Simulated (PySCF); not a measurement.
**SMILES N#Cc1cccc2[se]nnc12, C7H3N3Se**

Molfile (atoms numbered from 1):
```
C7H3N3Se
     RDKit          3D

 14 15  0  0  0  0  0  0  0  0999 V2000
   -2.9502   -1.9042    0.9225 N   0  0  0  0  0  0  0  0  0  0  0  0
   -2.0570   -1.2444    0.5917 C   0  0  0  0  0  0  0  0  0  0  0  0
   -0.9887   -0.3881    0.1788 C   0  0  0  0  0  0  0  0  0  0  0  0
   -1.2204    0.9548   -0.1098 C   0  0  0  0  0  0  0  0  0  0  0  0
   -0.1669    1.7870   -0.5146 C   0  0  0  0  0  0  0  0  0  0  0  0
    1.1296    1.3089   -0.6411 C   0  0  0  0  0  0  0  0  0  0  0  0
    1.3821   -0.0394   -0.3551 C   0  0  0  0  0  0  0  0  0  0  0  0
    2.9475   -1.0213   -0.4081 Se  0  0  0  0  0  2  0  0  0  0  0  0
    1.8585   -2.5200    0.1677 N   0  0  0  0  0  0  0  0  0  0  0  0
    0.6776   -2.1916    0.3101 N   0  0  0  0  0  0  0  0  0  0  0  0
    0.3260   -0.8856    0.0537 C   0  0  0  0  0  0  0  0  0  0  0  0
   -2.2317    1.3527   -0.0175 H   0  0  0  0  0  0  0  0  0  0  0  0
   -0.3745    2.8363   -0.7353 H   0  0  0  0  0  0  0  0  0  0  0  0
    1.9342    1.9747   -0.9579 H   0  0  0  0  0  0  0  0  0  0  0  0
  1  2  3  0
  2  3  1  0
  3  4  1  0
  4  5  2  0
  5  6  1  0
  6  7  2  0
  7  8  1  0
  8  9  1  0
  9 10  2  0
 10 11  1  0
 11  3  2  0
 11  7  1  0
  4 12  1  0
  5 13  1  0
  6 14  1  0
M  END
```

Computed, not measured: TDDFT CAM-B3LYP/aug-cc-pVDZ excited states, vertical, gas phase in PySCF. Geometry: PBE0-D3(BJ)/def2-SVP.

The calculation is non-relativistic, which matters for the atoms heavier than Zn.

Give the one- and two-photon strengths of the lowest singlets.

δ for parallel linear polarisation; σ at the peak of a Lorentzian of half width 0.1 eV, single beam; Ω is circular over linear.
```csv
state,E (eV),f,photon λ (nm),δ (au),σ (GM),Ω,main
S1,3.49,0.001,710,0.22,0.00,1.50,"HOMO−1→LUMO 0.85, HOMO−1→LUMO+1 0.09"
S2,3.99,0.032,622,14.7,0.09,1.37,"HOMO→LUMO 0.76, HOMO−1→LUMO+2 0.12"
S3,4.38,0.001,566,0.96,0.01,1.50,HOMO→LUMO+2 0.83
S4,4.85,0.104,511,84.4,0.73,0.83,"HOMO−2→LUMO 0.38, HOMO→LUMO+1 0.30"
S5,5.17,0.051,479,113,1.11,0.78,"HOMO−1→LUMO+2 0.27, HOMO−2→LUMO+1 0.21"
S6,5.37,0.000,462,1.93,0.02,1.50,"HOMO−1→LUMO+1 0.86, HOMO−1→LUMO 0.10"
```

Among these, the strongest one-photon state is S4, the strongest two-photon state S5, with a dipole change of 0.2 D (relaxed, norm of the difference vector).
